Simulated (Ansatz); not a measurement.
One change: `NC1(F)BO1` becomes `FC1([SiH3])BO1`.

Ansatz, PBE0-D4/def2-TZVP geometries, multiplicity 1. Each molecule was computed in one conformer, which needn't be the lowest.

```json
{"property": "HOMO–LUMO gap (B3LYP/def2-TZVPP) / eV", "`NC1(F)BO1`": "6.88"}
{"property": "HOMO energy (B3LYP/def2-TZVPP) / eV", "`NC1(F)BO1`": "-7.91"}
{"property": "size of the dipole moment (ωB97M-V/def2-TZVPP) / D", "`NC1(F)BO1`": "2.00"}
{"property": "LUMO energy (PBE/def2-TZVPP) / eV", "`NC1(F)BO1`": "-1.77"}
{"property": "HOMO–LUMO gap (PBE0/def2-TZVPP) / eV", "`NC1(F)BO1`": "7.37"}
{"property": "size of the dipole moment (PBE/def2-TZVPP) / D", "`NC1(F)BO1`": "1.85"}
```

Task: Give the same properties after the change, and the shifts. (An estimate is asked.)

Result: Computed: 
```tsv
property	`FC1([SiH3])BO1`	shift
HOMO–LUMO gap (B3LYP/def2-TZVPP) / eV	6.55	-0.33
HOMO energy (B3LYP/def2-TZVPP) / eV	-7.85	0.06
size of the dipole moment (ωB97M-V/def2-TZVPP) / D	1.72	-0.28
LUMO energy (PBE/def2-TZVPP) / eV	-2.07	-0.30
HOMO–LUMO gap (PBE0/def2-TZVPP) / eV	7.00	-0.37
size of the dipole moment (PBE/def2-TZVPP) / D	1.48	-0.37
```

With PBE0 the HOMO rises by 0.07 eV and the LUMO falls by 0.30 eV, so the gap narrows by about 0.37 eV. PBE moves the HOMO by -0.04 eV and ωB97M-V by 0.13 eV. The zero-point energy changes by -6.6 kJ/mol with +3 modes. Dipoles are sizes alone; their direction can turn.

B3LYP here is the variant with VWN-RPA as its local correlation; programs differ in this.
